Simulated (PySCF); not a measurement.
C2H9FOSi2, SMILES C[C@H]([SiH3])[Si@H](O)F.

Coordinates come from a B3LYP-D3(BJ)/def2-SVP optimisation. The structure was generated by enumeration; whether it is a known compound was not checked. Other conformers were not sampled.

Two levels are set side by side: PBE/def2-TZVP (PySCF) and CAM-B3LYP/def2-TZVP (PySCF). Same geometry, gas phase. Differences are taken from unrounded values.

| quantity | CAM-B3LYP | PBE | PBE minus CAM-B3LYP |
|---|---|---|---|
| orbital gap (eV) | 11.10 | 6.73 | -4.37 |
| highest occupied level (eV) | -9.79 | -7.14 | 2.65 |
| lowest empty level (eV) | 1.31 | -0.41 | -1.71 |
| dipole moment (D) | 1.78 | 1.77 | -0.01 |
| mean polarisability (bohr³) | 76.4 | 80.7 | 4.3 |

Without exact exchange PBE keeps part of each electron's self-repulsion, which lifts occupied levels and narrows the gap. PBE's more diffuse valence density responds more strongly to a field. Differences between two approximate levels are no errors against the true value.

Rough cost on one machine, each run with all the roots and properties that it gave: CAM-B3LYP against PBE within a factor of 2.
